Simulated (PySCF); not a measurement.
WO2F, SMILES [O]=[W](=[O])[F] (connectivity only; charge and spin as stated), neutral, multiplicity 2.

Geometry: PBE-D3(BJ)/def2-TZVP. The spin state was assumed, not searched. The isomer is the one that the SMILES or the coordinates give; other isomers of the formula were not compared. The def2 effective core potentials stand for the cores of W; spin–orbit coupling is left out.

Method: PySCF with PBE-D3(BJ)/def2-TZVP.

Frequencies are harmonic and unscaled.

```csv
mode,ν (cm⁻¹),IR (km/mol),moving atoms (share of kinetic energy)
1,137,13.0,"O 54 %, F 26 %, W 20 %"
2,202,4.7,"F 49 %, O 42 %, W 9 %"
3,326,1.0,O 91 %
4,664,92.7,"F 88 %, W 11 %"
5,965,158.2,"O 89 %, W 11 %"
6,1007,44.7,O 94 %
```
